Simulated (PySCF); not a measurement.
Molecule: `COC(=O)C(C)C`, C5H10O2.

Atom-mapped SMILES (the numbers label the heavy atoms): `[CH3:1][O:2][C:3](=[O:4])[CH:5]([CH3:6])[CH3:7]`; H(Xn) means a hydrogen on atom n.

Geometry PBE0-D3(BJ)/def2-SVP throughout; GIAO in PySCF 2.14.0 with density-fitted response routines, gas phase, one conformer, non-relativistic; equivalent atoms averaged; functional PBE0.

Task: How do the absolute shieldings σ depend on the basis set? (ppm; last column core-seconds on shared hosts with different chips, so compare them loosely)

Result: 
```tsv
basis set	functions	C3	C1	C5	C6/C7	O4	O2	H(C1)	H(C5)	H(C6)/H(C7)	core-s
STO-3G	45	117.8	187.1	202.1	212.6	-65.7	245.0	29.98	30.72	31.55	4.4
pcSseg-0	83	1.5	138.6	157.3	171.4	-146.1	158.2	28.84	30.39	31.51	8.8
6-31G	83	27.4	150.5	164.7	179.2	-94.7	159.1	28.83	30.02	31.32	8.7
6-31G*	118	29.3	144.9	161.4	174.8	-59.0	173.9	28.45	29.57	30.83	12
cc-pVDZ	148	25.3	147.6	160.4	176.4	-67.8	171.6	27.85	29.13	30.26	20
def2-SVP	148	22.7	144.9	161.0	174.5	-68.8	174.3	27.95	29.23	30.37	18
pcSseg-1	169	2.9	132.5	149.2	164.2	-103.1	150.2	27.68	29.06	30.15	33
6-311+G(2d,p)	249	6.9	135.9	150.6	167.3	-83.9	150.9	28.00	29.06	30.42	35
aug-cc-pVDZ	251	20.2	146.4	158.6	176.0	-55.7	168.9	27.77	28.93	30.22	45
def2-TZVP	277	5.4	135.0	150.1	166.7	-87.5	152.1	28.01	29.04	30.39	52
```

Task: Which nucleus moves most, in ppm?

Result: C3 (ester carbonyl carbon): from 1.5 ppm with pcSseg-0 to 117.8 ppm with STO-3G. The smallest spread is 1.40 ppm, at H(C6)/H(C7). Proton shifts span only some 12 ppm, so a few tenths of a ppm matter as much there as several ppm in carbon.

Task: Taking the largest basis, def2-TZVP (277 functions), as the yardstick, rank the others by their worst heavy-atom deviation.

Result: 6-311+G(2d,p) 3.5 ppm (249 functions), pcSseg-1 15.6 ppm (169 functions), cc-pVDZ 19.9 ppm (148 functions), 6-31G 22.0 ppm (83 functions), def2-SVP 22.1 ppm (148 functions), 6-31G* 28.4 ppm (118 functions), aug-cc-pVDZ 31.8 ppm (251 functions), pcSseg-0 58.6 ppm (83 functions), STO-3G 112.4 ppm (45 functions).

A small basis that lands close on one nucleus may do so by chance; judge by the trend and by all nuclei.
